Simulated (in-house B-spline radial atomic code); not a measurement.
A fraction x of an electron is moved 2p → 3d in Ca4+, starting from [Ne] 3s2 3p4 and keeping the highest spin. Method: scalar-relativistic (X2C) PBE, spin-polarised, spherical fractional occupations, Fermi nucleus of rms radius 3.4776 fm. Calculated with a B-spline radial code for spherical atoms.

```
    x  E(x) - E(0) (eV)  2p down level (eV)  3d up level (eV)
    0            0.0000            -391.997                 -
0.125           43.1057            -395.870           -49.394
 0.25           86.6177            -399.711           -49.999
0.375          130.5326            -403.520           -50.599
  0.5                 ?                   ?                 ?
0.625                 ?                   ?                 ?
 0.75          264.6585            -414.751           -52.378
0.875          310.1486            -418.427           -52.964
    1          356.0230            -422.068           -53.547
```

Task: What belongs in the row x = 0.5?

Result: An energy change of 174.8467 eV; 2p down at -407.297 eV, 3d up at -51.196 eV.

Task: What belongs in the row x = 0.625?

Result: An energy change of 219.5566 eV; 2p down at -411.041 eV, 3d up at -51.789 eV.

Task: Check Janak's theorem between x = 0.125 and 0.25.

Result: The slope of the energy is 348.10 eV; the orbital levels give 348.09 eV (ε of the receiving orbital less ε of the emptying one, averaged over the two points).
